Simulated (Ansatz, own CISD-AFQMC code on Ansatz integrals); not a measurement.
C2H2Si, SMILES `C#C[SiH]` (charge 0, multiplicity 1).

Cartesian coordinates (Å):
```xyz
5

C     -1.2644    -0.3654     0.3814
C     -0.0709    -0.2011     0.2319
Si     1.7365    -0.1892    -0.0769
H     -2.3120    -0.4930     0.5183
H      1.9109     1.2487     0.3897
```
Charge 0, multiplicity 1.

Frozen-core energies in cc-pVTZ from Ansatz (an electronic-structure program) at a geometry from B3LYP-D3(BJ)/def2-TZVP; the HF reference has <S^2> = 0.00 (restricted, and unstable towards unrestricted orbitals) and the T1 diagnostic is 0.016.

```json
[
 {"level": "HF", "energy (Ha)": "-365.75217"},
 {"level": "MP2", "energy (Ha)": "-366.15016"},
 {"level": "CCSD", "energy (Ha)": "-366.17578"},
 {"level": "CCSD(T)", "energy (Ha)": "-366.19846"}
]
```

### Question
Estimate the energies of CCSDT, phaseless AFQMC, CISD trial (own CISD-AFQMC code on Ansatz integrals; ±0.40 mHa) and CCSDT(Q), and give each level's difference from CCSDT(Q).

### Answer

| level | energy (Ha) | difference from CCSDT(Q) (mHa) |
|---|---|---|
| MP2 | -366.15016 | 50.63 |
| CCSD | -366.17578 | 25.00 |
| CCSD(T) | -366.19846 | 2.33 |
| CCSDT | -366.19893 | 1.85 |
| phaseless AFQMC, CISD trial (own CISD-AFQMC code on Ansatz integrals; ±0.40 mHa) | -366.19922 | 1.56 |
| CCSDT(Q) | -366.20079 | 0.00 |
